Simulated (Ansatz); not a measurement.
Input file for Ansatz (a first-principles code): R-wB97M-V/def2-TZVPP on O2Ti (SMILES [O]=[Ti]=[O]), atoms moved off the minimum.

Ansatz 0.2 input:
```yaml
crystal:
  periodic: [false, false, false]
  atoms:
    - {symbol: Ti, position_ang: [0.30094898, -0.21019968, 0.19941624]}
    - {symbol: O, position_ang: [0.78166971, 0.45993173, -1.18363595]}
    - {symbol: O, position_ang: [-1.32968857, 0.06119876, 0.60422786]}
basis:
  gaussian:
    orbitals: def2-TZVPP
hamiltonian:
  xc: {name: wB97M-V}
scf: {lower_state_search: off}
output: {forces: true}
```

Give the final energy of this run.

-999.9116 hartree.

How many basis functions does it have, and what does it roughly cost on one machine?

126 functions; around 6 core-seconds (rough).
